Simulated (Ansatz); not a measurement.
Reaction (ligand exchange at the Al–S bond): `[CH3][AlH][S][GeH3]` + `CBN` → `CB[NH][AlH][CH3]` + `[SH][GeH3]`

Gas-phase electronic energies from Ansatz, PBE0-D4/def2-TZVP geometries. CCSD(T)/CBS adds triple-zeta CCSD(T) − MP2 to the extrapolated MP2 energy (def2 sets, frozen cores). Functionals use def2-TZVPP. For Ge outer-core shells are correlated without core-valence functions, which leaves a few kJ/mol of doubt a bond. Scalar relativity is left out up to krypton. Each species was taken in one conformer, which may not be the lowest.

| species | LC-ωPBE energy (Eh) |
| --- | --- |
| `[CH3][AlH][S][GeH3]` | -2759.54649 |
| `CBN` | -121.33937 |
| `CB[NH][AlH][CH3]` | -403.62327 |
| `[SH][GeH3]` | -2477.24328 |

Q: Work out ΔE.

A: ΔE = (-403.62327) + (-2477.24328) − (-2759.54649) − (-121.33937) = 0.01931 Eh = +12.1 kcal/mol. CCSD(T)/CBS gives +12.0 kcal/mol.

Largest T1 diagnostic among the species: 0.011.

The D4 term adds +0.8 kcal/mol with B3LYP and +0.5 kcal/mol with PBE0; it sums over pairs of atoms, weighted by their polarisabilities, and B3LYP, whose exchange is more repulsive, gets the larger term. In def2-TZVPP, CCSD(T) changes the Hartree–Fock value by +0.9 kcal/mol (the triples alone add +0.4 kcal/mol) and MP2 by +1.6 kcal/mol. Leaving LDA and LC-ωPBE aside and taking each functional with its dispersion term where it has one, the values, not all of them listed here, spread over 2.7 kcal/mol, from CAM-B3LYP-D4 to HSE06-D4.

B3LYP here is the variant with VWN-RPA as its local correlation; programs differ in this.
